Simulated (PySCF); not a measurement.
C$_{8}$H$_{9}$ClSi: full NMR table

```yaml
Formula: C8H9ClSi
SMILES: C#C/C=C/C(Cl)=C/[SiH2]C=C
InChI: InChI=1S/C8H9ClSi/c1-3-5-6-8(9)7-10-4-2/h1,4-7H,2,10H2/b6-5+,8-7-
Point_group_of_the_computed_structure: C1
Degrees_of_unsaturation: 5
Carbon_signals: 8
Proton_signals: 8
```

Molfile (atoms numbered from 1):
```
C8H9ClSi
     RDKit          3D

 19 18  0  0  0  0  0  0  0  0999 V2000
    5.2861   -0.5501   -0.9118 C   0  0  0  0  0  0  0  0  0  0  0  0
    4.1413   -0.5594   -0.5437 C   0  0  0  0  0  0  0  0  0  0  0  0
    2.8087   -0.5877   -0.1057 C   0  0  0  0  0  0  0  0  0  0  0  0
    1.8846    0.2958   -0.5146 C   0  0  0  0  0  0  0  0  0  0  0  0
    0.5057    0.3130   -0.0990 C   0  0  0  0  0  0  0  0  0  0  0  0
    0.0018   -0.9365    1.0001 Cl  0  0  0  0  0  0  0  0  0  0  0  0
   -0.4062    1.2097   -0.4903 C   0  0  0  0  0  0  0  0  0  0  0  0
   -2.1973    1.2094    0.0933 Si  0  0  0  0  0  4  0  0  0  0  0  0
   -3.0392   -0.3689   -0.5005 C   0  0  0  0  0  0  0  0  0  0  0  0
   -3.7647   -1.1703    0.2626 C   0  0  0  0  0  0  0  0  0  0  0  0
    6.2858   -0.5430   -1.2296 H   0  0  0  0  0  0  0  0  0  0  0  0
    2.5543   -1.3720    0.5952 H   0  0  0  0  0  0  0  0  0  0  0  0
    2.1604    1.0765   -1.2115 H   0  0  0  0  0  0  0  0  0  0  0  0
   -0.0709    1.9775   -1.1732 H   0  0  0  0  0  0  0  0  0  0  0  0
   -2.2447    1.2992    1.5556 H   0  0  0  0  0  0  0  0  0  0  0  0
   -2.8415    2.3774   -0.5223 H   0  0  0  0  0  0  0  0  0  0  0  0
   -2.9197   -0.6276   -1.5470 H   0  0  0  0  0  0  0  0  0  0  0  0
   -3.9167   -0.9686    1.3108 H   0  0  0  0  0  0  0  0  0  0  0  0
   -4.2377   -2.0652   -0.1141 H   0  0  0  0  0  0  0  0  0  0  0  0
  1  2  3  0
  2  3  1  0
  3  4  2  0
  4  5  1  0
  5  6  1  0
  5  7  2  0
  7  8  1  0
  8  9  1  0
  9 10  2  0
  1 11  1  0
  3 12  1  0
  4 13  1  0
  7 14  1  0
  8 15  1  0
  8 16  1  0
  9 17  1  0
 10 18  1  0
 10 19  1  0
M  END
```

Theoretical values (PySCF): σ from GIAO-PBE0/pcSseg-1, coordinates at the GFN2-xTB level. Single conformer, non-relativistic, equivalent nuclei averaged, isolated molecule.

δ = σ(ref) − σ, references computed at the same level: ¹H (31.72 ppm) and ¹³C (186.93 ppm) and ²⁹Si (349.16 ppm) vs TMS.

| carbon | δC, type | δH (multiplicity) | HMBC from (2–3 bonds) | span of the C tensor (ppm) |
| --- | --- | --- | --- | --- |
| C1 | 97.1, CH | 3.20 (d) | H12 | 152 |
| C2 | 86.9, C | – | H13, H12, H11 | 298 |
| C3 | 120.6, CH | 6.35 (m) | H13, H11 | 192 |
| C4 | 149.0, CH | 6.94 (d) | H12, H14 | 202 |
| C5 | 160.9, C | – | H13, H12, H14, H15/H16 | 188 |
| C7 | 133.6, CH | 6.21 (t) | H13, H17, H15/H16 | 192 |
| C9 | 139.9, CH | 6.33 (m) | H19, H18, H14, H15/H16 | 246 |
| C10 | 144.9, CH2 | H18 6.38 (m); H19 6.57 (m) | H17, H15/H16 | 251 |

Other nuclei:
```json
{"atoms": "H15/H16", "nucleus": "¹H", "environment": "hydrogen on a silicon bonded to 2 C", "δ (ppm)": "4.68", "σ (ppm)": "27.04"}
{"atoms": "Si8", "nucleus": "²⁹Si", "environment": "silicon bonded to 2 C, 2 H", "δ (ppm)": "-56.1", "σ (ppm)": "405.3"}
```

1. Carbon types of the structure: 2 × C, 5 × CH, 1 × CH2, leaving 2 H on heteroatoms.
2. δC 160.9: fully substituted alkene carbon; an sp2 carbon of a C=C bond.
3. δC 149.0, 139.9, 133.6, 120.6: alkene CH; an sp2 carbon of a C=C bond.
4. δC 144.9: terminal =CH2 carbon; an sp2 carbon of a C=C bond.
5. δC 97.1: terminal alkyne carbon; the triple bond shields along its axis, which puts it between sp3 and sp2 carbons.
6. δC 86.9: alkyne carbon; the triple bond shields along its axis, which puts it between sp3 and sp2 carbons.

Carbons that carry Cl, above all several Cl atoms, come out too deshielded, partly because spin–orbit coupling is missing. Shifts are as computed. Against solution values, carbons near 30 ppm lie about +3 ppm off and those near 130 ppm about +5 ppm; carbons on Cl a further +6 ppm. Of 1309 compounds with measured shifts, 239 miss one by over three times the rms of a fit or turn the order of signals round; such compounds aren't used in these exercises. Multiplicities follow the n + 1 count of equivalent neighbours, as no J values were calculated; m marks all less simple cases, F and P coupling included.
